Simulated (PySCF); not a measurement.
Several orderings of computed values.

All species are isolated and taken at one optimised geometry, non-relativistic unless stated. Electronic properties by PySCF.

Dipoles, sizes and rotational constants follow the conformer. The torsions of the flexible species, by atom-mapped SMILES:
- `[CH3:1][CH2:2]/[CH:3]=[C:4](/[CH:5]=[CH:6]/[F:7])[CH2:8][F:9]`: C1–C2–C3–C4 -108°, C3–C4–C5–C6 173°, C3–C4–C8–F9 -127°
- `[CH2:1]=[CH:2][c:3]1[cH+:4][c:5]1[F:6]`: C1–C2–C3–C4 180°
- `[O:1]=[S@:2]([CH2:3][F:4])[CH2:5][CH:6]1[CH2:7][CH2:8]1`: O1–S2–C3–F4 -167°, O1–S2–C5–C6 -69°, S2–C5–C6–C7 -82°
- `[NH2:1][c:2]1[n:3][cH:4][c:5]([Br:6])[n:7][c:8]1[Br:9]`: H–N1–C2–N3 172°, H–N1–C2–N3 8°
- `[H]/[N:7]=[CH:6]/[C:4](=[CH:3]/[CH:2]=[CH2:1])[CH3:5]`: C1–C2–C3–C4 180°, C3–C4–C6–N7 180°
- `[F:1][P:2]([F:3])[P:4]([SiH3:5])[GeH3:6]`: F1–P2–P4–Si5 -110°

The conformers of `O=[PH](C1CCCCC1)C1CCCCC1`, `O=CC1CC[AsH]CC1` and `C[C@@H]1CC[C@H](F)[CH2][GeH2]1` aren't listed.

(1) Rank by electronic spatial extent ⟨r²⟩ about the centre of nuclear charge, lowest first (CAM-B3LYP/def2-SVPD at PBE0-D3(BJ)/def2-SVP geometries).
A. `C#Cc1ccco1`
B. `C([S@@](CF)=O)C1CC1`
C. `CC/C=C(/C=C/F)CF`
D. `[BH2][GeH3]`
E. `C=CC1=C(F)[CH+]1`
F. `[CH3][Ge@@H]([GeH3])[Br]`

(2) Give the two extremes of that set in Å².

(3) Rank by HOMO–LUMO gap, highest first (CAM-B3LYP/def2-SVPD at PBE0-D3(BJ)/def2-SVP geometries).
A. `C#Cc1ccco1`
B. `[GeH2]1[CH2][C@@H](F)CC[C@H]1C`
C. `[PH](C1CCCCC1)(=O)C1CCCCC1`
D. `CC/C=C(/C=C/F)CF`
E. `O=CC1CC[AsH]CC1`
F. `[CH3][Ge@@H]([GeH3])[Br]`

(4) By how much do the two ends of that ranking differ?

(5) Rank by lowest singlet excitation, highest first (TDDFT CAM-B3LYP/def2-SVPD at PBE0-D3(BJ)/def2-SVP geometries).
A. `[BH2][GeH3]`
B. `[CH3][Ge@@H]([GeH3])[Br]`
C. `CC/C=C(/C=C/F)CF`
D. `C[C@@H]1CC[C@H](F)[CH2][GeH2]1`

(6) Rank by static isotropic polarisability, highest first (CAM-B3LYP/def2-SVPD at PBE0-D3(BJ)/def2-SVP geometries).
A. `C(/C(=C/CC)CF)=C\F`
B. `O=[S@](CF)CC1CC1`
C. `O=[PH](C1CCCCC1)C1CCCCC1`
D. `[CH3][Ge@@H]([GeH3])[Br]`
E. `[BH2][GeH3]`
F. `C=Cc1[cH+]c1F`
G. `C#Cc1ccco1`

(7) Give the two extremes of that set as polarisability volumes in Å³.

(8) Rank by lowest triplet excitation (Tamm–Dancoff), highest first (TDA CAM-B3LYP/def2-SVPD at PBE0-D3(BJ)/def2-SVP geometries).
A. `C=Cc1[cH+]c1F`
B. `C[C@@H]1CC[C@H](F)[CH2][GeH2]1`
C. `O=[PH](C1CCCCC1)C1CCCCC1`
D. `O=[S@](CF)CC1CC1`
E. `O=CC1CC[AsH]CC1`
F. `CC/C=C(/C=C/F)CF`

(9) Rank by dipole moment, highest first (B3LYP/def2-SVPD at PBE0-D3(BJ)/def2-SVP geometries).
A. `Nc1ncc(Br)nc1Br`
B. `N#C[Se]C#N`
C. `[H]/N=C/C(C)=C/C=C`
D. `FP(F)[P]([SiH3])[GeH3]`
E. `O=C=N[Si](Cl)(Cl)Cl`

Results:

(1) D (206 bohr²), E (569 bohr²), A (700 bohr²), B (1402 bohr²), F (1502 bohr²), C (1753 bohr²).

(2) `[BH2][GeH3]`: 58 Å²; `CC/C=C(/C=C/F)CF`: 491 Å².

(3) B (9.97 eV), C (9.74 eV), F (9.16 eV), E (8.59 eV), D (8.04 eV), A (7.91 eV).

(4) By 2.06 eV, between `C[C@@H]1CC[C@H](F)[CH2][GeH2]1` and `C#Cc1ccco1`.

(5) D (7.20 eV), B (5.87 eV), C (5.65 eV), A (4.22 eV).

(6) C (160.2 au), D (100.9 au), A (93.4 au), B (84.9 au), G (74.1 au), F (52.8 au), E (49.7 au).

(7) `[BH2][GeH3]`: 7.36 Å³; `O=[PH](C1CCCCC1)C1CCCCC1`: 23.73 Å³.

(8) B (6.97 eV), C (6.77 eV), D (4.84 eV), E (3.72 eV), A (3.39 eV), F (3.18 eV).

(9) B (3.78 D), A (3.23 D), D (2.26 D), C (1.85 D), E (0.49 D).
